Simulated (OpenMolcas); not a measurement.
# P I: from RASSCF to RASPT2

| Item | Value |
| --- | --- |
| Program | OpenMolcas |
| Basis | ANO-RCC-VQZP [6s5p3d2f1g] |
| Scalar Hamiltonian | DKH2, point nucleus |
| Active space | 5 electrons in 9 orbitals (RAS2 3s 3p; RAS3 3d, at most 2 electrons) |
| State averaging | 2S+1 = 4 odd, 1 root; 2S+1 = 2 odd, 8 roots; 2S+1 = 2 even, 8 roots |
| Spin-orbit coupling | RASSI with atomic mean-field integrals over the reference wave functions, term energies averaged over their components |

Methods on the same reference wave functions:
A. RASSCF
B. SS-RASPT2, IPEA 0.25 Eh, imaginary shift 0.1 Eh (closed shells correlated: 2s 2p)

Energies in cm⁻¹ above 3s² 3p³ ⁴S°_3/2, the measured ground level; measured values from NIST Handbook of Basic Atomic Spectroscopic Data.

```csv
Level,A,B,Measured
3s² 3p³ ⁴S°_3/2,0.0,0.0,0.0
3s² 3p³ ²D°_3/2,14576,11440,11361
3s² 3p³ ²D°_5/2,14584,11450,11377
3s² 3p³ ²P°_1/2,22681,19150,18723
3s² 3p³ ²P°_3/2,22685,19160,18748
```

Deviations, from unrounded energies. A percentage is the sum of absolute deviations over the sum of measured energies, with the sign that they share, or ± where signs differ.

```tsv
Against measurement	Levels	A	B
mean absolute deviation (cm-1)	4	3600	250
other terms of the ground configuration (%)	4	+23.8	+1.7
```

B lies closest to measurement on these levels. The largest miss of B in the table is 3s² 3p³ ²P°_1/2, by +430 cm-1. The ranking rests on the paired levels alone, and a cruder setting can come out closer through cancelling errors.

From A to B the spin-free energies of the other terms of 3s² 3p³ shown, above ⁴S°, scale by factors of 0.79 to 0.84.

The lowest spin-free term lies below A's lowest term by 0.075 hartree in B.

The run also gave levels led by 3s² 3p² 3d, which use shells meant for correlation; these and all levels above them are left out. Without dynamic correlation excited terms often stand tens of per cent too high (terms of higher spin than the ground term too low), and those without a measured partner can miss by more than the paired ones (holds for A). Measured partners are found by configuration, term and J. A level has none where our copy of the source lacks it or the pairing is in doubt (some pairs that miss far off the trend of their configuration count as doubtful), and it then counts in no deviation. Only configurations of the active space appear. The table leaves out levels that lie high or whose names do not pair safely across all columns.

° marks odd parity.
